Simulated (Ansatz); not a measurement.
`[NH2][GaH][SiH3]` + `CCl` → `[NH2][GaH][CH2]Cl` + SiH₄ at 700 K and 1 bar (formal exchange of groups at a Ga–Si bond).

Gas-phase electronic energies from Ansatz, PBE0-D4/def2-TZVP geometries. CBS: MP2 limit from def2 TZ/QZ plus the TZ coupled-cluster correction, frozen cores. This one scheme is used for every species. For Ga outer-core shells are correlated without core-valence functions, which leaves a few kJ/mol of doubt a bond. Scalar relativity is left out up to krypton. Each species was taken in one conformer, which may not be the lowest.

```
            species  CCSD(T)/CBS energy (Eh)  H − E (kJ/mol)  S (J/(mol·K))
 `[NH2][GaH][SiH3]`              -2271.34304           221.3          447.0
              `CCl`               -499.63220           131.4          278.6
`[NH2][GaH][CH2]Cl`              -2479.49982           229.8          459.0
               SiH₄               -291.46306           115.5          252.9
```

H − E and S are ideal-gas, rigid-rotor, harmonic terms from PBE0-D4/def2-TZVP, for one conformer and one mirror image of each species. 1 Eh = 2625.50 kJ/mol, R = 8.31446 J/(mol·K).

Question: By hand: ΔE, ΔH, ΔS and ΔG.

Answer: ΔE = (-2479.49982) + (-291.46306) − (-2271.34304) − (-499.63220) = 0.01236 Eh = 32.5 kJ/mol. Δ(H − E) = 229.8 + 115.5 − 221.3 − 131.4 = -7.4, so ΔH = 25.1 kJ/mol. ΔS = 459.0 + 252.9 − 447.0 − 278.6 = -13.7 J/(mol·K). ΔG = 25.1 − 700 × (-13.7)/1000 = 34.7 kJ/mol.

Question: By hand: the equilibrium constant, and the temperature at which ΔG would vanish if ΔH and ΔS stayed fixed.

Answer: log₁₀ K = −ΔG/(RT ln 10) = -2.6. ΔH and −TΔS have one sign here, so there is no such temperature.

TΔS isn't small against ΔH here. A doubt of 5 kJ/mol in ΔE shifts log₁₀ K by 0.4 here. Other conformers and mirror images would add mixing entropy, several J/(mol·K) or more a flexible species. Modes under 60 cm⁻¹, often nearly free rotors, make the harmonic entropy too high. These are equilibria of isolated gas molecules and say nothing of rates. Largest T1 diagnostic: 0.015 (customary marks: 0.02 for closed shells, 0.045 for open ones).
